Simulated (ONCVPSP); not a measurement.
# What the settings do to the ONCV potential of technetium

Base potential:

| Quantity | Value |
| --- | --- |
| Element | Tc |
| Generator | ONCVPSP 4.0.1 |
| Type | optimised norm-conserving Vanderbilt (ONCV) |
| Functional | PBE |
| Relativity | scalar-relativistic |
| Frozen core | [Ar] 3d10 |
| Valence charge | 15 |
| Reference configuration | 4s2 4p6 4d5 5s2 |
| Partial waves | 4s+5s: rc 1.55 bohr, ncon 4, nbas 8, qcut 6.3 1/bohr, 2 projectors; 4p: rc 1.25 bohr, ncon 4, nbas 7, qcut 7.3 1/bohr, 2 projectors, debl 3.2 Ha; 4d: rc 2.35 bohr, ncon 4, nbas 9, qcut 7.9 1/bohr, 2 projectors, debl 0.5 Ha |
| Local potential | polynomial inside 1.05 bohr (lpopt 2, dvloc0 4 Ha) |
| Core correction | none |

Cutoffs, loose and tight: the cutoffs (Ha) at which the residual kinetic energy of the hardest occupied pseudo-wave falls to 1 and 0.1 mHa per electron. They do not see the model core or the augmentation charge, which bear on the density cutoff. Test errors are all-electron minus pseudo excitation energies from the reference, over the configurations 4s2 4p6 4d5 5s1; 4s2 4p6 4d5 5s0; 4s2 4p6 4d4 5s0; 4s2 4p6 4d6 5s0. A dash means not determined; rows that change the core or the reference have their own tests.

| change | outcome | cutoff, loose | cutoff, tight | bound ghosts | GHOST(+) flags above zero | largest test error (meV) |
| --- | --- | --- | --- | --- | --- | --- |
| base | generated | 41 Ha | 88 Ha | none | none | -4.5 |
| s: rc 1.5 | generated | 41 Ha | 88 Ha | none | none | -4.3 |
| s: rc 1.7 | generated | 41 Ha | 88 Ha | none | none | -5.6 |
| s: rc 1.84 | generated | 41 Ha | 88 Ha | none | none | -6.7 |
| s: rc 1.98 | generated | 41 Ha | 88 Ha | none | none | -7.8 |
| s: rc 2.14 | generated | 41 Ha | 88 Ha | none | none | -8.8 |
| s: rc 2.24 | generated | 41 Ha | 88 Ha | none | none | -9.4 |

Task: What comes out with this change to the base: s: rc 1.36?

Result: outcome: generated; cutoff, loose: 41 Ha; cutoff, tight: 92 Ha; bound ghosts: none; GHOST(+) flags above zero: none; largest test error (meV): +4.8.

Task: What comes out with this change to the base: s: rc 1.2?

Result: outcome: generated; cutoff, loose: 95 Ha; cutoff, tight: 123 Ha; bound ghosts: none; GHOST(+) flags above zero: none; largest test error (meV): +5.5.

Task: What comes out with this change to the base: s: rc 1.08?

Result: outcome: generated; cutoff, loose: 122 Ha; cutoff, tight: 151 Ha; bound ghosts: none; GHOST(+) flags above zero: none; largest test error (meV): +5.9.

Reading the sweep of the s radius (base included, trends over the rows without a ghost): The loose cutoff falls from 122 Ha at 1.08 to 41 Ha at 2.24 bohr. A larger radius leaves more room for a smooth pseudo-wave, so fewer plane waves are needed; a smaller one forces it to follow the all-electron wave where it bends sharply. The median size of the test errors (rows with all tests solved) rises from 2.1 meV at 1.08 to 3.8 meV at 2.24 bohr, with one reversal. More of the atom is replaced by a form fitted at one configuration, so other configurations suffer as the radius grows.
